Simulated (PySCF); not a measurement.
**Radial density of Be (beryllium, neutral)**

UHF, [He] 2s1 2p1, high-spin 3P determinant (an excited configuration). Calculation: PySCF 2.14, in aug-cc-pVQZ; no relativity, point nucleus.

```json
{"r (bohr)": "0.00630", "4πr²ρ (e/bohr)": "0.01653", "4πr²(ρα − ρβ)": "0.0004"}
{"r (bohr)": "0.0106", "4πr²ρ (e/bohr)": "0.04512", "4πr²(ρα − ρβ)": "0.0010"}
{"r (bohr)": "0.0178", "4πr²ρ (e/bohr)": "0.1206", "4πr²(ρα − ρβ)": "0.0026"}
{"r (bohr)": "0.0300", "4πr²ρ (e/bohr)": "0.3096", "4πr²(ρα − ρβ)": "0.0066"}
{"r (bohr)": "0.0504", "4πr²ρ (e/bohr)": "0.7454", "4πr²(ρα − ρβ)": "0.0156"}
{"r (bohr)": "0.0848", "4πr²ρ (e/bohr)": "1.608", "4πr²(ρα − ρβ)": "0.0329"}
{"r (bohr)": "0.143", "4πr²ρ (e/bohr)": "2.902", "4πr²(ρα − ρβ)": "0.0564"}
{"r (bohr)": "0.240", "4πr²ρ (e/bohr)": "3.906", "4πr²(ρα − ρβ)": "0.0665"}
{"r (bohr)": "0.404", "4πr²ρ (e/bohr)": "3.276", "4πr²(ρα − ρβ)": "0.0402"}
{"r (bohr)": "0.679", "4πr²ρ (e/bohr)": "1.335", "4πr²(ρα − ρβ)": "0.0634"}
{"r (bohr)": "1.14", "4πr²ρ (e/bohr)": "0.5040", "4πr²(ρα − ρβ)": "0.3612"}
{"r (bohr)": "1.92", "4πr²ρ (e/bohr)": "0.7333", "4πr²(ρα − ρβ)": "0.7313"}
{"r (bohr)": "3.23", "4πr²ρ (e/bohr)": "0.4769", "4πr²(ρα − ρβ)": "0.4769"}
{"r (bohr)": "5.43", "4πr²ρ (e/bohr)": "0.07092", "4πr²(ρα − ρβ)": "0.0709"}
{"r (bohr)": "9.14", "4πr²ρ (e/bohr)": "0.001391", "4πr²(ρα − ρβ)": "0.0014"}
```
